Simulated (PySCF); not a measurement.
# Electron correlation in Cr (chromium, neutral)

[Ar] 3d5 4p1, high-spin 7P determinant (an excited configuration). All numbers are calculated (PySCF 2.14, scalar relativity by spin-free X2C-1e, in aug-cc-pVQZ-DK (9s8p6d4f3g2h, 140 functions)). Frozen: [Ar]; 6 electrons correlated.

MP2 pair energies summed by pair of shells (mhartree):

| pair | energy | share (%) |
| --- | --- | --- |
| 3d-3d | -84.08 | 91.3 |
| 3d-4p | -8.05 | 8.7 |

Total MP2 correlation energy: -92.13 mhartree.

Same-spin part -92.13 and opposite-spin part 0.00 mhartree; SCS-MP2 scales them by 1/3 and 6/5 to -30.71 mhartree.
